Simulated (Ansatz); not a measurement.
Two isomers of CH8BGeN: A = `CN[BH][GeH3]`, B = `BC[NH][GeH3]`.

Calculated with Ansatz (gas phase, PBE0-D4/def2-TZVP geometries, no zero-point term in ΔE). CCSD(T)/CBS is the MP2 limit (def2-TZVPP, def2-QZVPP) plus CCSD(T) − MP2 in def2-TZVPP, frozen cores. DFT in def2-TZVPP. B3LYP here is the variant with VWN-RPA as its local correlation; programs differ in this. For Ge outer-core shells are correlated without core-valence functions, which leaves a few kJ/mol of doubt a bond. Scalar relativity is left out up to krypton. Each species was taken in one conformer, which may not be the lowest.

A:

```xyz
12

C    -0.829   -1.227    0.924
N     0.553   -0.830    0.776
B     1.098    0.176    0.000
Ge    0.027    1.451   -1.222
H    -1.459   -0.594    0.301
H    -0.976   -2.267    0.619
H    -1.160   -1.126    1.962
H     1.186   -1.387    1.332
H     2.289    0.309    0.049
H     0.270    2.918   -0.813
H     0.506    1.325   -2.683
H    -1.504    1.251   -1.246
```

B:

```xyz
12

B    -2.008   -0.842    0.010
C    -0.534   -0.657   -0.212
N     0.110    0.554   -0.502
Ge    1.850    0.884    0.000
H    -2.432   -1.953    0.127
H    -2.699    0.119    0.196
H     0.085   -1.531   -0.418
H    -0.806   -0.815    0.963
H    -0.515    1.345   -0.527
H     2.252    2.221   -0.637
H     2.006    0.957    1.536
H     2.692   -0.283   -0.536
```

Problem. Which isomer does CCSD(T)/CBS put lower? Give the gap. (An estimate is asked.)

Solution. Computed: A, by 39.0 kcal/mol.

Problem. Give E(B) − E(A) in kcal/mol with CCSD(T)/def2-TZVPP, B3LYP-D4, r2SCAN-D4, ωB97M-V, B3LYP, HF/def2-TZVPP, CCSD/def2-TZVPP. (Estimate.)

Solution. Computed: CCSD(T)/def2-TZVPP 38.9, B3LYP-D4 38.7, r2SCAN-D4 37.6, ωB97M-V 37.6, B3LYP 38.7, HF/def2-TZVPP 38.1, CCSD/def2-TZVPP 39.1. None reverses the order clearly.

Largest T1 diagnostic: 0.013.
